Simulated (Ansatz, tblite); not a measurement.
Cost and result up the ladder for Ge(eta1-allyl)H3 (C₃H₈Ge) (12 atoms). Total charge 0; singlet. Geometry: r2SCAN-D4/def2-SVP.

Cartesian coordinates in Å:
```
Ge -1.335 1.217 0.195
C -0.588 -0.573 -0.178
C 0.860 -0.500 -0.531
C 1.876 -0.872 0.260
H -1.183 -0.999 -1.004
H -0.754 -1.199 0.714
H 1.094 -0.073 -1.517
H 1.699 -1.302 1.253
H 2.915 -0.764 -0.061
H -1.083 2.141 -1.009
H -0.650 1.808 1.436
H -2.851 1.116 0.442
```

Ansatz on 4 threads of Intel Xeon on a shared host; xTB runs through tblite on one thread. Times are rough, summed over both states, and most runs start from the orbitals of an earlier one. PBE0-D4/def2-TZVP serves as the yardstick here, not as an exact answer. The other state is a doublet.

The xTB rows come from tblite.

Raw xTB energies of ions are shifted by several eV.

| level | functions | wall time |
| --- | --- | --- |
| GFN2-xTB | 29 | 0.029 s |
| GFN1-xTB | 37 | 0.054 s |
| PBE-D4/def2-TZVP | 189 | 21 s |
| PBE0-D4/def2-TZVP | 189 | 31 s |
| r2SCAN-D4/def2-TZVP (with forces) | 189 | 34 s |

Question: Estimate what each level gives for the vertical IE (eV).

Answer: 
```
                            level  vertical IE (eV)  difference from PBE0-D4/def2-TZVP (eV)
                         GFN2-xTB             13.61                                    4.53
                         GFN1-xTB             14.48                                    5.41
                 PBE-D4/def2-TZVP              9.02                                   -0.06
                PBE0-D4/def2-TZVP              9.08                                    0.00
r2SCAN-D4/def2-TZVP (with forces)              8.97                                   -0.10
```
